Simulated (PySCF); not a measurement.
# Spinor energies of Zr+ (zirconium, charge +1)

Start: [Kr] 4d2 5p1; 4d5/2 filled at m_j = +3/2, +5/2; 5p3/2 filled at m_j = +3/2. Calculated with PySCF 2.14 in x2c-SVPall-2c with one added diffuse shell each of s, p, d type (7s9p7d1f, 76 functions): generalised Hartree-Fock with the X2C-1e Hamiltonian and a Gaussian nucleus; one run each with spin-orbit coupling (SO) switched off, then screened by Boettger's factors. This is a chosen level, not necessarily the ground level.

```tsv
spinor shell	electrons	ε, spin-free (eV)	ε, screened SO (eV)	weight of nominal j (screened SO)	rms radius, screened SO (bohr)
1s1/2	2	-18102.7	-18102.1	1.000	0.0426
2s1/2	2	-2585.9	-2585.8	1.000	0.176
2p1/2	2	-2301.4	-2360.7	1.000	0.154
2p3/2	4	-2301.4	-2273.5	1.000	0.158
3s1/2	2	-461.32	-461.34	1.000	0.488
3p1/2	2	-365.75	-375.62	1.000	0.489
3p3/2	4	-365.75	-361.17	1.000	0.499
3d3/2	4	-208.63	-210.13	0.989	0.494
3d5/2	6	-208.63	-207.70	0.993	0.497
4s1/2	2	-75.852	-75.906	1.000	1.30
4p3/2	4	-48.481	-47.954	0.913	1.47
4p1/2	2	-48.481	-49.781	0.826	1.45
4d5/2	2	-16.420	-16.414	0.890	2.31
5p3/2	1	-9.105	-9.056	1.000	4.60
```

| quantity | spin-free | screened SO |
| --- | --- | --- |
| E (hartree) | -3595.38721 | -3595.71249 |
| M_J | 11/2 | 11/2 |
| ⟨J²⟩ | 35.759 | 35.759 |
| ⟨L²⟩ | 20.008 | 20.021 |
| ⟨S²⟩ | 3.751 | 3.756 |

Each row is a mean over spinors that exchange with the open shell spreads, by up to 5.140 eV (4p3/2).

Rows whose weight is well below 1 are mixtures of j = l ± 1/2: exchange outweighs spin-orbit coupling there, and the label is only the starting occupation.

Breit and QED terms are absent; they matter most for the inner s and p1/2 levels.

Densities and radii are taken from the X2C orbitals without a picture-change correction, which distorts them close to the nucleus.

Without spin-orbit coupling the j labels of p, d and f shells carry no meaning; the spin-free column gives the mean over the occupied spinors of each nl shell.
